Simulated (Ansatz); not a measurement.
A trace of molecular dynamics of CH8MgSSi (12 atoms, charge 0, multiplicity 1).

Level of theory: Ansatz, UHF/STO-3G.

```yaml
ensemble: NVE (velocity Verlet)
starting_velocities_drawn_for: 1000 K
seed: 50550
```

| time (fs) | T (K) | potential energy less start (eV) | conserved less start (meV/atom) |
| --- | --- | --- | --- |
| 0.0 | 1000 | 0.000 | 0.00 |
| 3.0 | 915 | 0.113 | 0.32 |
| 6.0 | 1092 | -0.113 | 0.52 |
| 9.0 | 1238 | -0.305 | 0.23 |
| 12.0 | 1458 | -0.595 | -0.19 |
| 15.0 | 1210 | -0.261 | 0.85 |
| 18.0 | 2266 | -1.644 | -0.62 |
| 21.0 | 2288 | -1.659 | 0.51 |
| 24.0 | 2938 | -2.499 | 0.45 |
| 27.0 | 3518 | -3.252 | 0.16 |
| 30.0 | 4157 | -4.081 | -0.04 |
| 33.0 | 3996 | -3.870 | 0.26 |
| 36.0 | 3381 | -3.078 | 0.03 |
| 39.0 | 2308 | -1.681 | 0.85 |
| 42.0 | 2832 | -2.370 | -0.16 |
| 45.0 | 3140 | -2.767 | -0.14 |
| 48.0 | 2894 | -2.442 | 0.49 |
| 51.0 | 2839 | -2.370 | 0.54 |
| 54.0 | 3531 | -3.278 | -0.46 |
| 57.0 | 3546 | -3.291 | 0.04 |
| 60.0 | 3320 | -2.994 | 0.38 |
| 63.0 | 2962 | -2.536 | 0.09 |
| 66.0 | 2434 | -1.853 | 0.08 |
| 69.0 | 2047 | -1.355 | -0.16 |
| 72.0 | 1648 | -0.836 | 0.12 |
| 75.0 | 1416 | -0.529 | 0.73 |

Task: Can this run be trusted? Judge the integration.

Result: The conserved energy stayed within 1.1 meV per atom of its start (net change 0.73 meV per atom), so the integration is sound. The system heated up, since it started high on the potential surface and ran downhill. A run of 0.075 ps of so small a system gives no equilibrium averages. The orbitals stay closed-shell, which can raise the energy where a bond breaks towards radicals; this wasn't checked here. Limits of this set-up: minimal basis. The time step was 0.5 fs.

The run took 110 s on 1 thread of Arm Neoverse V2, on a shared host, peak memory 0.1 GiB.
